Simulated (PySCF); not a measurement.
# How the method moves the bond dissociation enthalpies of aluminum fluoride

Structure: `[F][Al]([F])[F]` (AlF3). Numbering: `[F:1][Al:2]([F:3])[F:4]`

All levels share the PBE0-D3(BJ)/def2-SVP structures and the PBE0-D3(BJ)/def2-SVP thermal terms; only the single-point energies (PySCF) change. Values are bond dissociation enthalpies (298 K, kJ/mol).

```
                           level  F1–Al2   time
                    HF/def2-TZVP     480  1.5 s
               PBE0-D3(BJ)/6-31G     534  1.3 s
             PBE0-D3(BJ)/cc-pVDZ     578  1.6 s
           PBE0-D3(BJ)/6-311+G**     592  2.6 s
         PBE0-D3(BJ)/aug-cc-pVDZ     593  2.6 s
             PBE0-D3(BJ)/pcseg-1     600  1.5 s
             PBE0-D3(BJ)/6-31+G*     604    2 s
             BHandHLYP/def2-TZVP     605  3.5 s
         PBE0-D3(BJ)/ma-def2-SVP     606    2 s
                  OPBE/def2-TZVP     608  7.3 s
         PBE0-D3(BJ)/aug-pcseg-1     610  2.6 s
     PBE0-D3(BJ)/6-311++G(2d,2p)     610  3.2 s
             PBE0-D3(BJ)/cc-pVTZ     612  3.6 s
         PBE0-D3(BJ)/aug-cc-pVTZ     613  6.9 s
           PBE0-D3(BJ)/def2-SVPD     613  2.4 s
     PBE0-D3(BJ)/jun-cc-pV(T+d)Z     617  5.7 s
              PBE0-D3(BJ)/6-31G*     617  1.7 s
 TPSSh-D3(BJ)/def2-TZVP (grid 3)     617  8.3 s
                 HSE06/def2-TZVP     617  8.6 s
            PBE0-D3(BJ)/def2-SVP     617  1.5 s
          PBE0-D3(BJ)/def2-SV(P)     617  1.5 s
        PBE0-D3(BJ)/ma-def2-TZVP     617  4.9 s
          PBE0-D3(BJ)/def2-TZVPD     618  5.3 s
           PBE0-D3(BJ)/def2-TZVP     619      –
          PBE0-D3(BJ)/def2-TZVPP     619  3.9 s
  TPSS-D3(BJ)/def2-TZVP (grid 3)     622   11 s
           PBE0-D3(BJ)/def2-QZVP     622   11 s
             PBE0-D3(BJ)/pcseg-2     624  3.7 s
          B3LYP-D3(BJ)/def2-TZVP     628  4.1 s
r2SCAN-D3(BJ)/def2-TZVP (grid 3)     631   11 s
           BLYP-D3(BJ)/def2-TZVP     631  6.9 s
           BP86-D3(BJ)/def2-TZVP     633  6.8 s
               LC-ωPBE/def2-TZVP     634  7.6 s
        M06-L/def2-TZVP (grid 3)     634   11 s
       M06-2X/def2-TZVP (grid 3)     634   10 s
            PBE-D3(BJ)/def2-TZVP     634  6.7 s
      CAM-B3LYP-D3(BJ)/def2-TZVP     639  4.7 s
          ωB97X-D3(BJ)/def2-TZVP     640  4.7 s
                 B97-2/def2-TZVP     642    4 s
 ωB97M-D3(BJ)/def2-TZVP (grid 3)     644  8.9 s
          M06/def2-TZVP (grid 3)     647   10 s
                   LDA/def2-TZVP     712  5.9 s
```

Times are wall times for all single points of a level on 1 thread of Arm Neoverse V1, a shared host; the dash marks the run that also made the structures. BLYP, BP86, HSE06, LC-ωPBE, LDA, M06-L, OPBE, PBE, TPSS, r2SCAN ran on a slower path of this set-up, which computes the density-fitting integrals anew in every SCF cycle while the other levels store them. So the times needn't show the usual order of cost, and those levels read slower than they are.

Hartree-Fock leaves out electron correlation, so its bond energies come out too low, often by 100 kJ/mol or more.

The spread: 232 kJ/mol, from 480 to 712.
